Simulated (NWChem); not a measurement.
System: SiO₂ anion, doublet

NWChem input:

```
start job
memory heap 200 mb stack 900 mb global 1100 mb
charge -1
geometry units angstroms noautoz
  O     -1.475900     0.000000    -0.273760
  Si     0.000000     0.000000     0.293367
  O      1.475900     0.000000    -0.273760
end
basis spherical
  * library 6-31+g*
end
dft
  odft
  mult 2
  xc xpbe96 cpbe96
  iterations 150
  mulliken
end
task dft energy
```

In the optimisation the excess spin sits in a1 (C2v, its own frame). Geometry: optimised at B3LYP/def2-SVPD, spin-unrestricted. No stability test was run on the SCF state. The highest occupied level is positive, so the extra electron may be held by the finite basis.

Question: Give the results of this calculation. (PBE/6-31+G* (spherical d), spin-unrestricted.) Quantities: energy (Ha); highest occupied level (eV); lowest empty minus highest occupied level, either spin (eV); <S²>.

Answer: 
| Item | Result |
|---|---|
| energy (Ha) | -439.71 |
| highest occupied level (eV) | 0.40 |
| lowest empty minus highest occupied level, either spin (eV) | 1.07 |
| <S²> | 0.753 |
